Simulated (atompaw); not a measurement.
Scattering properties, PAW (atompaw) potential for iridium

```json
{
  "Element": "Ir (Z = 77)",
  "Generator": "atompaw 4.2.0.5",
  "Type": "PAW",
  "Functional": "PBE",
  "Relativity": "scalar-relativistic",
  "Frozen core": "[Kr] 4d10 4f14",
  "Valence charge": "17",
  "Reference configuration": "5s2 5p6 5d6 6s0 6p0 (charge +3)",
  "Partial waves": "5s (bound): rc 1.40 bohr; 6s (bound, empty): rc 1.70 bohr; 5p (bound): rc 1.80 bohr; 6p (bound, empty): rc 1.80 bohr; 5d (bound): rc 1.76 bohr; 5d channel at -2.35 Ry: rc 1.80 bohr",
  "Local potential": "bessel scheme, radius 1.56 bohr",
  "Core correction": "smooth core density matched at 1.60 bohr",
  "Augmentation charge": "sinc compensation charge, radius 1.36 bohr; PAW radius 1.80 bohr; waves and projectors: custom rrkj vanderbiltortho"
}
```

The phase is arctan(r·u′/u) with u = r·R(r), unwrapped; energies in Ry, scanned from -12 to 5 Ry. A pole is an energy at which the radial function vanishes at the test radius. The pseudo phase is shifted by a multiple of π to meet the all-electron one at the reference energy, and phase errors are pseudo minus all-electron; the curves can meet again beyond the range given. Levels narrower than the energy grid can be missing from the lists of poles.

For each channel, where are the poles, and over which energies does the pseudopotential scatter like the atom?

```tsv
channel	radius (bohr)	reference energy (Ry)	poles, all-electron	poles, pseudo	unbroken range about the reference energy with phases within 0.05 rad	phase error 1 Ry above the reference energy (rad)
s	1.81	-2.31	-9.17	-9.17	the whole range	-0.001
p	1.81	-1.66	-5.52	-5.52	below 1.0	-0.001
d	1.81	-2.71	-0.57	-0.57	below 5.0	+0.000
```

Phases in the d channel:

| E (Ry) | all-electron | pseudo |
| --- | --- | --- |
| -12.00 | 1.384 | 1.384 |
| -11.52 | 1.378 | 1.379 |
| -11.04 | 1.372 | 1.372 |
| -10.56 | 1.365 | 1.366 |
| -10.08 | 1.358 | 1.358 |
| -9.60 | 1.349 | 1.350 |
| -9.12 | 1.340 | 1.340 |
| -8.64 | 1.329 | 1.329 |
| -8.16 | 1.316 | 1.316 |
| -7.68 | 1.301 | 1.301 |
| -7.20 | 1.283 | 1.283 |
| -6.72 | 1.260 | 1.260 |
| -6.24 | 1.232 | 1.232 |
| -5.76 | 1.193 | 1.193 |
| -5.28 | 1.140 | 1.140 |
| -4.80 | 1.058 | 1.058 |
| -4.32 | 0.921 | 0.921 |
| -3.84 | 0.650 | 0.650 |
| -3.36 | 0.066 | 0.065 |
| -2.88 | -0.707 | -0.707 |
| -2.40 | -1.139 | -1.139 |
| -1.92 | -1.342 | -1.342 |
| -1.44 | -1.455 | -1.455 |
| -0.96 | -1.527 | -1.527 |
| -0.48 | -1.579 | -1.579 |
| 0.00 | -1.621 | -1.620 |
| 0.48 | -1.656 | -1.655 |
| 0.96 | -1.688 | -1.687 |
| 1.44 | -1.719 | -1.718 |
| 1.92 | -1.750 | -1.749 |
| 2.40 | -1.785 | -1.782 |
| 2.88 | -1.824 | -1.820 |
| 3.36 | -1.871 | -1.864 |
| 3.84 | -1.931 | -1.919 |
| 4.32 | -2.011 | -1.990 |
| 4.80 | -2.127 | -2.088 |
